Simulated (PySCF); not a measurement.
SiOCl2, SMILES O=[Si](Cl)Cl.

Geometry optimised at PBE-D3(BJ)/def2-SVP.

Two levels are set side by side: TDDFT-PBE/def2-SVPD (PySCF) and TDDFT-LC-ωPBE/def2-SVPD (PySCF). Vertical, same geometry. The lowest singlet is HOMO→LUMO 99 % with PBE and HOMO→LUMO+1 97 % with the other functional; states are paired by order. Differences are taken from unrounded values.

```csv
quantity,TDDFT-LC-ωPBE
lowest singlet excitation (eV),5.58
lowest triplet excitation (TDA) (eV),5.12
first bright state (f over 0.05) (eV),7.88
its oscillator strength,0.18
```

**Question.** What does TDDFT-PBE give, and how far is it from TDDFT-LC-ωPBE? (Estimate from the structure and the level; the computed values follow.)

**Answer.** 
| quantity | TDDFT-PBE | TDDFT-PBE minus TDDFT-LC-ωPBE |
|---|---|---|
| lowest singlet excitation (eV) | 4.37 | -1.21 |
| lowest triplet excitation (TDA) (eV) | 4.01 | -1.10 |
| first bright state (f over 0.05) (eV) | 6.52 | -1.36 |
| its oscillator strength | 0.08 | -0.10 |

A lower first singlet is the usual sign of a functional without exact exchange. Differences between two approximate levels are no errors against the true value.

Rough cost on one machine, each run with all the roots and properties that it gave: TDDFT-LC-ωPBE against TDDFT-PBE about 4 times.
